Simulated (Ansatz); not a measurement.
Ni₂O⁺. The state is a doublet with charge 1. Geometry B3LYP-D4/def2-TZVP, that of the neutral singlet; atoms count from 1.

```xyz
3

Ni    0.1201   -1.1198   -0.4379
Ni   -0.2581    1.1050   -0.4154
O     0.1381    0.0148    0.8533
```

The charge 1 doublet is spin-contaminated (final ⟨S²⟩ up to 1.74, 0.75 for a pure state). The structure comes from a short search, and lower isomers may exist.

**Question.** Estimate the Mulliken populations from the PBE0/def2-TZVP orbitals of Ansatz.

**Answer.** 
| atom | charge (e) | spin (α − β) | d electrons |
| --- | --- | --- | --- |
| Ni1 | 0.81 | 1.36 | 8.56 |
| Ni2 | 0.73 | -0.69 | 8.66 |
| O3 | -0.54 | 0.33 | – |
Mulliken values depend strongly on the basis.

**Question.** Where does the spin sit?

**Answer.** Summed by element: Ni 0.67, O 0.33, of 1 unpaired in all. Largest on single atoms: Ni1 1.36, Ni2 -0.69, O3 0.33.

**Question.** And the Mayer bond orders between heavy atoms (over 0.3)?

**Answer.** Ni1–Ni2 0.58 (2.26 Å); Ni1–O3 1.23 (1.72 Å); Ni2–O3 1.02 (1.72 Å).
